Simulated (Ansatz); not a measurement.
Program: Ansatz. Geometries: PBE0-D4/def2-TZVP. ΔE: electronic, gas phase. CCSD(T)/CBS adds triple-zeta CCSD(T) − MP2 to the extrapolated MP2 energy (def2 sets, frozen cores). This one scheme is used for every species. Functionals use def2-TZVPP. B3LYP here is the variant with VWN-RPA as its local correlation; programs differ in this. HSE06 is defined as in plane-wave codes. For Br outer-core shells are correlated without core-valence functions, which leaves a few kJ/mol of doubt a bond. Scalar relativity is left out up to krypton. One conformer a species, not always the lowest.

Reaction (substitution at a C–N bond): `CN[SiH3]` + `OB(F)Br` → `COB(F)Br` + `N[SiH3]`

`CN[SiH3]`:

```xyz
10

C     0.472   -0.997    0.857
N    -0.404    0.100    0.507
Si   -0.363    0.877   -1.022
H     0.024   -1.622    1.635
H     0.624   -1.637   -0.017
H     1.463   -0.679    1.207
H    -0.708    0.643    1.299
H    -0.542   -0.151   -2.082
H     0.907    1.601   -1.337
H    -1.474    1.864   -1.047
```

`OB(F)Br`:

Z-matrix (Å, degrees):
```
B
O 1 1.340
Br 1 1.930 2 122.4
F 1 1.314 2 119.1 3 180.0
H 2 0.960 1 113.9 3 -0.0
```

`COB(F)Br`:

```xyz
8

C     0.189    0.443    1.019
O     0.704   -0.250   -0.101
B     0.039   -0.597   -1.200
F     0.687   -1.239   -2.152
Br   -1.831   -0.221   -1.502
H     0.441   -0.125    1.914
H     0.665    1.424    1.071
H    -0.894    0.565    0.952
```

`N[SiH3]`:

```xyz
7

N     0.264    0.452    0.929
Si   -0.208   -0.179   -0.599
H     1.239    0.624    1.118
H    -0.209    0.143    1.763
H     0.448    0.638   -1.653
H     0.152   -1.607   -0.857
H    -1.686   -0.071   -0.701
```

Question: Is it downhill or uphill in electronic energy at CCSD(T)/CBS, and by how much? (Best estimate.)

Answer: Computed: Uphill: ΔE = +11.3 kJ/mol.

Question: What do these levels give: LDA (SPW92), r2SCAN-D4, B3LYP-D4, r2SCAN0-D4, HSE06-D4, BHLYP-D4, CAM-B3LYP-D4, revPBE, r2SCAN0, MP2/def2-TZVPP, SCS-MP2/def2-TZVPP, HF/def2-QZVPP? (Best estimate.)

Answer: Ansatz gave: LDA (SPW92) 12.7, r2SCAN-D4 11.2, B3LYP-D4 9.7, r2SCAN0-D4 12.5, HSE06-D4 13.9, BHLYP-D4 9.4, CAM-B3LYP-D4 9.0, revPBE 13.5, r2SCAN0 12.5, MP2/def2-TZVPP 13.6, SCS-MP2/def2-TZVPP 11.8, HF/def2-QZVPP 8.5 kJ/mol.

Largest T1 diagnostic among the species: 0.011.

Leaving LDA and LC-ωPBE aside and taking each functional with its dispersion term where it has one, the values, not all of them listed here, spread over 6.3 kJ/mol, from CAM-B3LYP-D4 to revPBE-D4. At CCSD(T), def2-SVP lies +5.1 kJ/mol from the extrapolated value and def2-TZVPP +0.3 kJ/mol.
